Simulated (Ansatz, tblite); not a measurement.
Removing an electron: SiEt2Me2 (C6H16Si). The state is a singlet with charge 0. Geometry: B3LYP-D4/def2-SVP. Ansatz, gas phase; energy differences of separate SCF runs; the oxidised species was run as a doublet alone.

```tsv
atom	x (Å)	y (Å)	z (Å)
Si1	-0.254	-0.252	0.229
C2	0.593	0.434	1.781
C3	1.034	1.903	1.692
H4	1.464	-0.209	2.006
H5	-0.100	0.299	2.632
H6	1.512	2.250	2.624
H7	1.760	2.060	0.878
H8	0.179	2.572	1.497
C9	0.935	-0.129	-1.246
C10	0.416	-0.747	-2.553
H11	1.890	-0.606	-0.955
H12	1.174	0.939	-1.405
H13	1.137	-0.634	-3.380
H14	0.219	-1.826	-2.440
H15	-0.528	-0.278	-2.878
C16	-1.818	0.745	-0.139
H17	-2.509	0.730	0.721
H18	-2.360	0.336	-1.008
H19	-1.580	1.799	-0.360
C20	-0.718	-2.060	0.527
H21	0.179	-2.678	0.702
H22	-1.255	-2.486	-0.337
H23	-1.372	-2.161	1.409
```

The xTB rows come from tblite. HOMO above LUMO, or a gap near zero within one spin, warns that the state may not be the lowest or that an electron is smeared out.

```csv
level,−HOMO (eV),vertical IE (eV),−LUMO (eV),HOMO–LUMO gap (eV)
GFN1-xTB,11.32,13.77,4.21,7.11
GFN2-xTB,10.31,12.85,3.38,6.93
CAM-B3LYP-D4/def2-TZVP,9.06,9.72,-1.60,10.67
```

Q: Estimate the rows for PBE-D4/def2-TZVP, PBE0-D4/def2-TZVP.

A: 
```json
{"level": "PBE-D4/def2-TZVP", "−HOMO (eV)": "6.41", "vertical IE (eV)": "9.08", "−LUMO (eV)": "-0.09", "HOMO–LUMO gap (eV)": "6.50", "remarks": "gap within one spin near zero (+1 doublet)"}
{"level": "PBE0-D4/def2-TZVP", "−HOMO (eV)": "7.68", "vertical IE (eV)": "9.45", "−LUMO (eV)": "-0.86", "HOMO–LUMO gap (eV)": "8.53", "remarks": "–"}
```

Relaxing the oxidised species (B3LYP-D4/def2-SVP) changes its energy by -0.53 eV at PBE-D4/def2-TZVP, so the adiabatic ionisation energy to this nearest minimum is 8.55 eV. At PBE0-D4/def2-TZVP it is 8.69 eV.    Raw xTB energy differences between charge states are shifted by several eV; the methods need an empirical correction for them.
